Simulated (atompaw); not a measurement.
## Dy: one change to a PAW (atompaw) potential, before and after

* Element: dysprosium (Dy)
* Generator: atompaw 4.2.0.5
* Type: PAW
* Functional: PBE
* Relativity: scalar-relativistic
* Frozen core: [Kr] 4d10 4f9
* Valence charge: 11
* Reference configuration: 5s2 5p6 5d1 6s1.75 6p0 (charge +0.25)
* Partial waves: 5s (bound): rc 1.60 bohr; 6s (bound): rc 3.00 bohr; 5p (bound): rc 2.45 bohr; 6p (bound, empty): rc 3.00 bohr; 5d (bound): rc 3.00 bohr; 5d channel at 0.1 Ry: rc 3.00 bohr
* Local potential: troulliermartins scheme with l = 3 at 1 Ry, radius 2.00 bohr
* Core correction: smooth core density matched at 2.85 bohr
* Augmentation charge: gaussian compensation charge, radius 2.95 bohr; PAW radius 3.00 bohr; waves and projectors: custom rrkj gramschmidtortho

All-electron outer shells of the reference configuration (PBE, scalar-relativistic, ld1.x):

```tsv
shell	level (eV)	outermost node (bohr)	outermost maximum (bohr)
4d	-161.57	0.26	0.53
5s	-54.32	0.63	1.14
5p	-30.00	0.67	1.30
4f	-10.68	–	0.53
6s	-5.52	1.54	3.27
5d	-3.70	0.76	1.91
6p	-2.38	1.86	4.31
```

Change: local potential troulliermartins scheme with l = 3 at 1 Ry, radius 2.12 bohr.

Cutoffs: the cutoffs (Ry, on a coarse ladder) from which the occupation-weighted sum of valence levels, in a spherical-Bessel basis at the reference potential, stays within 10 and 1 mRy of its value at 400 Ry; they do not see the model core or the augmentation charge, which bear on the density cutoff.

Question: What does the change do?

Answer: The potential gets softer (18 Ry and 45 Ry → 18 Ry and 25 Ry); both files keep a bound ghost (s).

```tsv
quantity	base	changed
cutoff, loose	18 Ry	18 Ry
cutoff, tight	45 Ry	25 Ry
bound ghosts	s	s
s: phases at 3.00 bohr within 0.05 rad from the reference energy up to (Ry; the scan ends near 5)	1.6	2.3
p: phases at 3.00 bohr within 0.05 rad from the reference energy up to (Ry; the scan ends near 5)	0.1	0.2
d: phases at 3.00 bohr within 0.05 rad from the reference energy up to (Ry; the scan ends near 5)	2.0	1.9
lowest overlap eigenvalue by channel	s 0.11, p 0.57, d 0.65	s 0.16, p 0.59, d 0.79
```

 A true bound ghost makes a file unfit for plane-wave use even where its test errors are small: the radial tests pick states by their node count and pass the ghost by. The cutoffs see the waves, projectors and local potential, not the compensation charge or the core.
